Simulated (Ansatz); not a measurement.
Basis-set extrapolation for `C[O+](C)[AlH3-]` (PBE0-D4/def2-TZVP geometry, frozen core, Ansatz). Multiplicity 1, RHF reference.

```csv
,def2-TZVPP,def2-QZVPP
HF,-397.807430,-397.822756
MP2 correlation,-0.698416,-0.746745
CCSD(T) correlation,-0.775795,not run
```

Energies in hartree. Use E(X) = E(∞) + A·exp(−7.88·√X) for Hartree–Fock and E(X) = E(∞) + B·X^(−2.97) for correlation, with X = 3 and 4, and add CCSD(T) minus MP2 of the smaller set to the MP2 limit.

Problem. What is the CCSD(T) energy at the basis-set limit?

Solution. HF limit: -397.822756 + (-0.015326) × 0.13774 = -397.82487. MP2 limit: -0.746745 + (-0.048329) × 0.74074 = -0.78254. Higher-order term: -0.775795 − (-0.698416) = -0.07738. Total: -398.68479 hartree, 266.7 kJ/mol below CCSD(T)/def2-TZVPP.
